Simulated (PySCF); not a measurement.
Si(Me)(Cl)3 cation (CH₃Cl₃Si), SMILES Cl[Si](C)(Cl)Cl (connectivity only; charge and spin as stated), charge +1, multiplicity 2. Atoms are numbered in the order given.

```xyz
8

C      0.0000     0.0000     2.1364
Si     0.0000     0.0000     0.0080
Cl     1.7081     0.9862    -0.3912
Cl     0.0000    -1.9723    -0.3912
Cl    -1.7081     0.9862    -0.3912
H      0.0000     1.0789     2.3401
H     -0.9343    -0.5394     2.3401
H      0.9343    -0.5394     2.3401
```
Charge +1, spin multiplicity 2.

Coordinates come from a B3LYP-D3(BJ)/def2-SVP optimisation. The spin state was assumed, not searched. The isomer is the one that the SMILES or the coordinates give; other isomers of the formula were not compared.

Calculation: PySCF with B3LYP/def2-TZVP.

ESP charges are fitted to the potential on shells at 1.4 to 2.0 van der Waals radii. Atomic charges (e):

| atom | meta-Löwdin | Mulliken | Löwdin | ESP fit | Mulliken spin |
|---|---|---|---|---|---|
| C1 | -0.31 | -0.31 | -0.16 | … | 0.54 |
| Si2 | 0.98 | 0.63 | -0.68 | … | 0.10 |
| Cl3 | -0.08 | 0.02 | 0.46 | … | 0.12 |
| Cl4 | -0.08 | 0.02 | 0.46 | … | 0.12 |
| Cl5 | -0.08 | 0.02 | 0.46 | … | 0.12 |
| H6 | 0.19 | 0.21 | 0.16 | … | 0.00 |
| H7 | 0.19 | 0.21 | 0.16 | … | 0.00 |
| H8 | 0.19 | 0.21 | 0.16 | … | 0.00 |

Complete the blanks. (Estimate from the structure and the level; the computed values follow.)


- C1, ESP fit: -0.43
- Si2, ESP fit: -0.10
- Cl3, ESP fit: 0.23
- Cl4, ESP fit: 0.24
- Cl5, ESP fit: 0.23
- H6, ESP fit: 0.28
- H7, ESP fit: 0.27
- H8, ESP fit: 0.27

Computed Mayer and Wiberg (Löwdin basis) orders of the bonds:
```tsv
bond	Mayer	Wiberg
C1–Si2	0.60	0.77
Si2–Cl3	1.35	1.98
Si2–Cl4	1.35	1.98
Si2–Cl5	1.35	1.98
C1–H6	0.92	0.91
C1–H7	0.92	0.91
C1–H8	0.92	0.91
```
